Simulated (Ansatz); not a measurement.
`CC/C=C\C(C)(C)C`, charge 0, multiplicity 1.

**Question.** Give a relaxed structure at PBE0-D4/def2-TZVP (Ansatz 0.2.0). (An estimate is asked.)

**Answer.** Ansatz gave: 
Cartesian coordinates in Å:
```
C -0.984 -2.886 -0.563
C -1.323 -1.603 0.191
C -0.213 -1.181 1.098
C 0.553 -0.093 1.055
C 0.530 1.071 0.083
C 1.674 2.017 0.451
C -0.786 1.846 0.190
C 0.749 0.598 -1.357
H -1.826 -3.220 -1.174
H -0.124 -2.734 -1.219
H -0.732 -3.693 0.130
H -2.221 -1.775 0.796
H -1.580 -0.817 -0.519
H 0.001 -1.891 1.896
H 1.312 -0.016 1.831
H 1.698 2.877 -0.223
H 2.640 1.509 0.385
H 1.560 2.392 1.472
H -0.770 2.715 -0.475
H -1.645 1.230 -0.080
H -0.942 2.204 1.211
H 1.688 0.046 -1.443
H -0.054 -0.054 -1.703
H 0.796 1.457 -2.033
```
This is one stationary point; other conformers may exist.
